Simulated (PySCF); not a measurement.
Electron affinity of Tb by level of theory

Tb- [Xe] 4f9 6s2 6p1 [4f5/2^6 4f7/2^3 6p1/2^1, M_J = 7] → Tb [Xe] 4f9 6s2 [4f5/2^6 4f7/2^3, M_J = 15/2], as a difference of total energies. Calculation: PySCF 2.14, in x2c-TZVPall-2c with one added diffuse shell each of s, p, d, f type (12s12p11d5f1g, 147 functions); the two-component X2C-1e Hamiltonian. Correlated levels: [Ar] 3d10 frozen; the 18 highest virtual spinors dropped. "Screened" scales the spin-orbit matrix elements by Boettger's factors to mimic the two-electron term; Breit and QED terms are absent.

```tsv
method	electron affinity (eV)
GHF (screened spin-orbit)	-0.263
GMP2 (screened spin-orbit)	-0.224
```

The configuration of this anion was assumed by filling the next shell in order. It is not the known or likely ground configuration (Ca⁻, Sr⁻ and Ba⁻, for instance, bind a p electron), so these values are not the electron affinity of the element.

The labels give the starting determinants; with spin-orbit coupling the two ends relaxed to ⟨J²⟩ = 58.74, ⟨L²⟩ = 22.89, ⟨S²⟩ = 11.74 and ⟨J²⟩ = 63.78, ⟨L²⟩ = 30.56, ⟨S²⟩ = 8.64.

A negative affinity means that the anion lies above the atom at that level of theory.

The determinant of Tb- mixes levels of different J (the jj label is only the starting occupation), so the difference between spin-free and spin-orbit rows is not the physical spin-orbit shift.
